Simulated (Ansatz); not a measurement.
Mulliken charges of C3H5FSi (`FCC#C[SiH3]`) from ωB97M-V/def2-TZVPP in Ansatz (PBE0-D4/def2-TZVP geometry).

```csv
atom,x (Å),y (Å),z (Å),charge (e)
F1,-2.355,-0.525,-1.794,-0.213
C2,-1.074,-0.035,-1.942,-0.011
C3,-0.365,-0.014,-0.677,-0.159
C4,0.242,0.012,0.367,-0.045
Si5,1.146,0.044,1.949,0.250
H6,-1.143,0.977,-2.355,0.115
H7,-0.547,-0.671,-2.661,0.115
H8,0.462,0.961,2.893,-0.017
H9,1.189,-1.323,2.522,-0.017
H10,2.528,0.524,1.701,-0.019
```

By hand: the dipole of these point charges (1 e Å = 4.8032 D).

Σ q r = (0.577, 0.156, 0.281) e Å, of length 0.660 e Å = 3.17 D.

How does the dipole of the full density compare? (An estimate is asked.)

Computed: (0.274, 0.125, -0.139) e Å, 1.59 D; the point charges give 1.99 times that, at 51° from its direction.

Point charges leave out the atoms' own dipoles, such as those of lone pairs, and Mulliken's split depends on the basis, so the two needn't agree.
